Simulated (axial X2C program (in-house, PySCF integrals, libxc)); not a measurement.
**TiH along the bond: HF, scalar-relativistic**

All values were computed with an axial X2C code built on PySCF integrals. Spin-free means the one-electron spin-free X2C Hamiltonian. Basis: Ti dyall-cv3z [10s10p6d4f2g], H dyall-v3z [6s2p1d] (cores contracted in-house); Gaussian nuclei, density fitting, unrestricted open shells. Masses: Ti 47.948 u, H 1.008 u.

State: M_S = 3/2, Λ = 3 (beyond evenly filled blocks: σα, π+α, δ+α). Dipoles are positive if H is the positive end.

```json
{"R (Å)": "1.526", "μ (D)": "-1.158", "HOMO (eV)": "-6.17", "LUMO (eV)": "0.38", "⟨S²⟩": "3.757"}
{"R (Å)": "1.596", "μ (D)": "-1.302", "HOMO (eV)": "-6.23", "LUMO (eV)": "0.36", "⟨S²⟩": "3.756"}
{"R (Å)": "1.649", "μ (D)": "-1.424", "HOMO (eV)": "-6.27", "LUMO (eV)": "0.35", "⟨S²⟩": "3.755"}
{"R (Å)": "1.701", "μ (D)": "-1.555", "HOMO (eV)": "-6.32", "LUMO (eV)": "0.34", "⟨S²⟩": "3.754"}
{"R (Å)": "1.754", "μ (D)": "-1.695", "HOMO (eV)": "-6.36", "LUMO (eV)": "0.33", "⟨S²⟩": "3.754"}
{"R (Å)": "1.815", "μ (D)": "-1.869", "HOMO (eV)": "-6.42", "LUMO (eV)": "0.32", "⟨S²⟩": "3.754"}
{"R (Å)": "1.877", "μ (D)": "-2.052", "HOMO (eV)": "-6.47", "LUMO (eV)": "0.30", "⟨S²⟩": "3.753"}
{"R (Å)": "1.956", "μ (D)": "-2.299", "HOMO (eV)": "-6.54", "LUMO (eV)": "0.28", "⟨S²⟩": "3.753"}
{"R (Å)": "2.052", "μ (D)": "-2.617", "HOMO (eV)": "-6.62", "LUMO (eV)": "0.23", "⟨S²⟩": "3.753"}
{"R (Å)": "2.192", "μ (D)": "-3.102", "HOMO (eV)": "-6.74", "LUMO (eV)": "0.14", "⟨S²⟩": "3.754"}
```

Task: The minimum lies at 1.855 Å. What is the dipole moment there, and its slope?

Result: At HF, spin-free, with the sign and origin stated: μ = -1.99 D, dμ/dR = -3.00 D/Å.

The state is one determinant whose occupation by symmetry is held fixed; it was picked as the lowest of a PBE0 search that is not exhaustive. Other states lie close and PBE0, whose exact exchange favours high spin, may order them wrongly; the determinant shown need not be the ground state. The nearest other spin-free determinant of the search, M_S = 3/2, Λ = 0, lies 0.12 eV up at the distance of the search.
